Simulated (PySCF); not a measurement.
osmium atom (Os), quintet (core potentials on Os); SVWN5/def2-SVP run with PySCF.

Here is a job for PySCF.
```python
from pyscf import gto, scf, dft

mol = gto.M(
    atom='''
Os    0.00000000    0.00000000    0.00000000
''',
    basis='def2-svp',
    ecp={'Os': 'def2-svp'},
    spin=4,
    verbose=4,
)

mf = dft.UKS(mol)
mf.xc = 'lda,vwn'
mf.init_guess = '1e'
mf = mf.newton()
mf.kernel()
```

Q: Predict the main parts of the log of this PySCF run.

A: 
```
PySCF version 2.14.0

[INPUT] verbose = 4
[INPUT] num. atoms = 1
[INPUT] num. electrons = 16
[INPUT] charge = 0
[INPUT] spin (= nelec alpha-beta = 2S) = 4
[INPUT] symmetry False subgroup None
[INPUT] Mole.unit = angstrom
[INPUT] Symbol           X                Y                Z      unit          X                Y                Z       unit  Magmom
[...]
nuclear repulsion = 0
number of shells = 12
number of NR pGTOs = 57
number of NR cGTOs = 32
basis = def2-svp
ecp = {'Os': 'def2-svp'}

******** <class 'pyscf.soscf.newton_ah.SecondOrderUKS'> ********
method = SecondOrderUKS
initial guess = 1e
damping factor = 0
level_shift factor = 0
DIIS = <class 'pyscf.scf.diis.CDIIS'>
diis_start_cycle = 1
diis_space = 8
diis_damp = 0
SCF conv_tol = 1e-09
SCF conv_tol_grad = None
SCF max_cycles = 50
direct_scf = True
direct_scf_tol = 1e-13
number electrons alpha = 10  beta = 6
XC library pyscf.dft.libxc version 7.1.2
    S. Lehtola, C. Steigemann, M. J. T. Oliveira, and M. A. L. Marques,  SoftwareX 7, 1–5 (2018)
XC functionals = lda,vwn
    P. A. M. Dirac,  Math. Proc. Cambridge Philos. Soc. 26, 376 (1930)
    F. Bloch,  Z. Phys. 57, 545 (1929)
    S. H. Vosko, L. Wilk, and M. Nusair,  Can. J. Phys. 58, 1200 (1980)
radial grids:
    Treutler-Ahlrichs [JCP 102, 346 (1995); DOI:10.1063/1.469408] (M4) radial grids

becke partition: Becke, JCP 88, 2547 (1988); DOI:10.1063/1.454033
pruning grids: <function nwchem_prune>
grids dens level: 3
symmetrized grids: False
atomic radii adjust function: <function treutler_atomic_radii_adjust>
small_rho_cutoff = 0
******** <class 'pyscf.dft.uks.UKS'> Newton solver flags ********
SCF tol = 1e-09
conv_tol_grad = None
max. SCF cycles = 50
direct_scf = True
direct_scf_tol = 1e-13
max_cycle_inner = 12
max_stepsize = 0.05
ah_start_tol = 1e+09
ah_level_shift = 0
ah_conv_tol = 1e-12
ah_lindep = 1e-14
ah_start_cycle = 1
ah_max_cycle = 40
ah_grad_trust_region = 2.5
kf_interval = 4
kf_trust_region = 5
canonicalization = True
Set conv_tol_grad to 3.16228e-05
Initial guess from hcore.

tot grids = 24312

Initial guess E= -84.4336681974305  |g|= 2.76145
macro= 0  E= -87.8418238938701  delta_E= -3.40816  |g|= 1.34766  3 KF 15 JK
macro= 1  E= -88.8357100717946  delta_E= -0.993886  |g|= 0.720491  3 KF 15 JK
macro= 2  E= -89.1597776836009  delta_E= -0.324068  |g|= 0.0263564  4 KF 22 JK
macro= 3  E= -89.1601732905947  delta_E= -0.000395607  |g|= 0.0316562  3 KF 23 JK
macro= 4  E= -89.160491391063  delta_E= -0.0003181  |g|= 0.0125992  2 KF 14 JK
[...]
macro= 6  E= -89.1604919613901  delta_E= 3.48116e-05  |g|= 0.00437953  1 KF 5 JK
macro= 7  E= -89.1605877482295  delta_E= -9.57868e-05  |g|= 0.00866479  3 KF 24 JK
macro= 8  E= -89.1605881552509  delta_E= -4.07021e-07  |g|= 0.00368568  2 KF 14 JK
macro= 9  E= -89.160562225965  delta_E= 2.59293e-05  |g|= 0.0171553  3 KF 25 JK
macro= 10  E= -89.1605741049561  delta_E= -1.1879e-05  |g|= 0.00447747  1 KF 5 JK
macro= 11  E= -89.1605825138029  delta_E= -8.40885e-06  |g|= 0.00405742  3 KF 28 JK
macro= 12  E= -89.1605850592241  delta_E= -2.54542e-06  |g|= 0.00245163  1 KF 5 JK
macro= 13  E= -89.1605965201488  delta_E= -1.14609e-05  |g|= 0.00533492  1 KF 6 JK
macro= 14  E= -89.1605710215143  delta_E= 2.54986e-05  |g|= 0.00215065  3 KF 33 JK
macro= 15  E= -89.1605710322361  delta_E= -1.07219e-08  |g|= 0.000390072  1 KF 10 JK
macro= 16  E= -89.1605710928983  delta_E= -6.06621e-08  |g|= 0.000321893  1 KF 11 JK
macro= 17  E= -89.1605711616478  delta_E= -6.87495e-08  |g|= 0.000469254  1 KF 6 JK
macro= 18  E= -89.1605712975551  delta_E= -1.35907e-07  |g|= 0.000453634  1 KF 5 JK
macro= 19  E= -89.1605717153138  delta_E= -4.17759e-07  |g|= 0.0012969  1 KF 5 JK
macro= 20  E= -89.1605708509058  delta_E= 8.64408e-07  |g|= 0.0014366  2 KF 14 JK
macro= 21  E= -89.1605712013545  delta_E= -3.50449e-07  |g|= 0.00168177  1 KF 11 JK
macro= 22  E= -89.1605712929731  delta_E= -9.16187e-08  |g|= 0.00234842  1 KF 6 JK
macro= 23  E= -89.1605713936967  delta_E= -1.00724e-07  |g|= 0.00181335  1 KF 5 JK
macro= 24  E= -89.1605710620522  delta_E= 3.31645e-07  |g|= 0.00327776  1 KF 6 JK
macro= 25  E= -89.1605715643804  delta_E= -5.02328e-07  |g|= 0.00233278  1 KF 6 JK
macro= 26  E= -89.1605709291517  delta_E= 6.35229e-07  |g|= 0.000498913  2 KF 13 JK
macro= 27  E= -89.160571334881  delta_E= -4.05729e-07  |g|= 0.000282781  2 KF 23 JK
macro= 28  E= -89.1605716658472  delta_E= -3.30966e-07  |g|= 0.00035727  1 KF 5 JK
macro= 29  E= -89.1605711310528  delta_E= 5.34794e-07  |g|= 0.00110401  1 KF 6 JK
macro= 30  E= -89.1605711768826  delta_E= -4.58298e-08  |g|= 0.000155988  3 KF 36 JK
macro= 31  E= -89.1605711811146  delta_E= -4.23202e-09  |g|= 0.000114151  3 KF 37 JK
macro= 32  E= -89.1605711818709  delta_E= -7.56273e-10  |g|= 2.51897e-05  2 KF 22 JK
Canonicalize SCF orbitals
macro X = 33  E=-89.1605711818709  |g|= 2.51897e-05  total 63 KF 521 JK

converged SCF energy = -89.1605711818709  <S^2> = 6.0073282  2S+1 = 5.0029304
```
